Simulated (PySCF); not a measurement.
C₄H₇Cl, SMILES C[C@@H]1C[C@H]1Cl. Geometry: PBE-D3(BJ)/def2-SVP.

All values below come from PySCF with PBE-D3(BJ)/def2-SVP.

Harmonic wavenumbers (cm⁻¹): 188, 208, 262, 343, 408, 659, 781, 833, 879, 916, 991, 1020, 1045, 1053, 1081, 1149, 1195, 1228, 1332, 1362, 1410, 1411, 1434, 2965, 3051, 3054, 3059, 3086, 3104, 3160. Rotational constants (GHz): 9.660, 2.185, 1.956; symmetry number 1.

### Question
Work out the zero-point energy and the ideal-gas rigid-rotor harmonic-oscillator thermochemistry at 298.15 K and 1 atm.

### Answer
ZPE = ½ Σ hcν = ½ × 42670 cm⁻¹ = 255.22 kJ/mol. H − E(el) = 272.79 kJ/mol. Entropy in J/(mol K): translation 164.94, rotation 110.69, vibration 40.85, total 316.49. G − E(el) = 178.43 kJ/mol. Cp = 94.13 J/(mol K).
